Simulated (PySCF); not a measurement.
# Mayer bond orders and bond lengths

Compound: C6H9ClSi.
SMILES with atom numbers: `[CH3:1][C:2]#[C:3][Si@@H:4]([Cl:5])[CH:6]1[CH2:7][CH2:8]1` (hydrogens: H9, H10, H11 on C1; H12 on Si4; H13 on C6; H14, H15 on C7; H16, H17 on C8)

Cartesian coordinates in Å at the GFN2-xTB level; atoms count from 1:
```
atom  x, y, z in Å
C1     3.392    0.608   -0.360
C2     2.167   -0.075   -0.018
C3     1.144   -0.649    0.263
Si4   -0.440   -1.470    0.729
Cl5   -0.354   -1.987    2.693
C6    -1.872   -0.266    0.493
C7    -1.631    1.127   -0.024
C8    -2.299    0.122   -0.896
H9     4.208    0.235    0.257
H10    3.280    1.679   -0.189
H11    3.633    0.439   -1.409
H12   -0.618   -2.692   -0.059
H13   -2.681   -0.353    1.212
H14   -0.617    1.411   -0.260
H15   -2.224    1.933    0.385
H16   -1.742   -0.278   -1.730
H17   -3.355    0.230   -1.095
```

Bond orders from the PBE0/pcSseg-1 density (PySCF). One conformer (not necessarily the lowest) at the GFN2-xTB geometry, without solvent, vibrations or thermal averaging.

(1) How far do the computed orders between heavy atoms stray from the drawn ones?

(2) Set the Mayer orders of the bonds beside their lengths.

Results:

(1) The largest departure is 0.464, at C2–C3 (drawn triple, 2.536). Drawn single, order above 1.12: C1–C2 (1.180). Drawn single, order below 0.88: Si4–C6 (0.865). Drawn double or triple, more than 0.30 short of the drawn order: C2–C3 (2.536).

(2) 
| bond | drawn as | length (Å) | Mayer order |
| --- | --- | --- | --- |
| C1–C2 | single | 1.444 | 1.180 |
| C2–C3 | triple | 1.206 | 2.536 |
| C3–Si4 | single | 1.844 | 0.982 |
| Si4–Cl5 | single | 2.033 | 0.968 |
| Si4–C6 | single | 1.885 | 0.865 |
| C6–C7 | single | 1.506 | 0.961 |
| C7–C8 | single | 1.490 | 0.979 |
| C8–C6 | single | 1.505 | 0.953 |
| C1–H9 | single | 1.090 | 0.921 |
| C1–H10 | single | 1.090 | 0.921 |
| C1–H11 | single | 1.090 | 0.922 |
| Si4–H12 | single | 1.465 | 0.936 |
| C6–H13 | single | 1.085 | 0.943 |
| C7–H14 | single | 1.080 | 0.948 |
| C7–H15 | single | 1.080 | 0.958 |
| C8–H16 | single | 1.080 | 0.951 |
| C8–H17 | single | 1.080 | 0.958 |

By pair of heavy elements: C–C: lowest C8–C6 (0.953, 1.505 Å), highest C2–C3 (2.536, 1.206 Å). C–Si: lowest Si4–C6 (0.865, 1.885 Å), highest C3–Si4 (0.982, 1.844 Å).

Question: Sum the orders of all bonds at each heavy atom with more than one neighbour and set the sums beside the valence in the SMILES.

Answer: C1 3.944 (drawn 4), C2 3.716 (drawn 4), C3 3.518 (drawn 4), Si4 3.751 (drawn 4), C6 3.722 (drawn 4), C7 3.846 (drawn 4), C8 3.841 (drawn 4). Orders between atoms that aren't bonded are not in these sums.

The Mayer order sums products of elements of PS (density times overlap matrix) between the two atoms' basis functions, so it depends on the basis set.
